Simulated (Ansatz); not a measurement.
Two structures, one formula

The two ends of one reaction step of InN2H4Cl, closed shell (PBE0-D4/def2-TZVP).

A:

```tsv
atom	x (Å)	y (Å)	z (Å)
In1	-1.1641	0.0880	0.3403
N2	0.9699	0.3232	-0.6624
N3	-0.3807	-1.3186	1.3979
H4	1.4010	-0.4178	-0.1131
Cl5	-2.2603	1.7520	-0.8464
H6	1.4665	1.1906	-0.4986
H7	1.0494	0.0971	-1.6465
H8	-1.0817	-1.7143	2.0289
```

B:

```xyz
8
angstrom
In -0.3389 0.2632 0.0126
N 1.2038 0.9613 -1.0673
N -0.3601 -1.1734 1.4162
H 0.2241 -1.9814 1.2544
Cl -2.2703 1.5743 -0.0760
H 0.9394 1.5520 -1.8434
H 1.8855 0.2862 -1.3832
H -1.2835 -1.4819 1.6867
```

Ansatz 0.2.0; basis: def2-TZVPP; cores frozen in the correlated methods. Filled d shells of the heavier atoms are correlated. Core potentials replace the inner electrons of the atoms past krypton. The def2 sets are not built for correlating such inner shells, so the correlated values are less sure here. B3LYP uses VWN-RPA correlation.

Problem. Which structure is lower at CCSD(T), and by how much? (Judge from chemistry; the value comes from the calculation.)

Solution. Computed: B, by 1.434 eV (electronic energy, against the other). By their contacts, A is InN₂H₄Cl ([NH][In]([NH3])[Cl]) and B is InN₂H₄Cl ([NH2][In]([NH2])[Cl]).

All methods give the same order:

```
      method  E(B) − E(A) (eV)
       SPW92            -1.303
      PBE-D4            -1.240
     BLYP-D4            -1.167
   r2SCAN-D4            -1.366
      B97M-V            -1.337
     PBE0-D4            -1.498
    B3LYP-D4            -1.389
  r2SCAN0-D4            -1.560
    BHLYP-D4            -1.670
CAM-B3LYP-D4            -1.592
     wB97X-V            -1.672
     wB97M-V            -1.604
      B2PLYP            -1.363
    PBE-QIDH            -1.562
  RPA on PBE            -1.324
          HF            -2.012
         MP2            -1.355
        CCSD            -1.575
     CCSD(T)            -1.434
```

T1 diagnostic: at most 0.020. The restricted Hartree–Fock reference is unstable towards an unrestricted one at one or more of these structures.

Labels in which every atom is bracketed show which atoms are joined, not bond orders.

For scale, one of the runs: CCSD(T)/def2-TZVPP, 210 basis functions, launched by `ansatz run in.yaml --threads 4 --pin off --events-out ev --progress --plain --max-ram 9574MiB`. Time: 100 s of wall clock on 4 CPU threads of an Arm Neoverse V1; the host was shared. Peak host memory: 3.2 GiB.
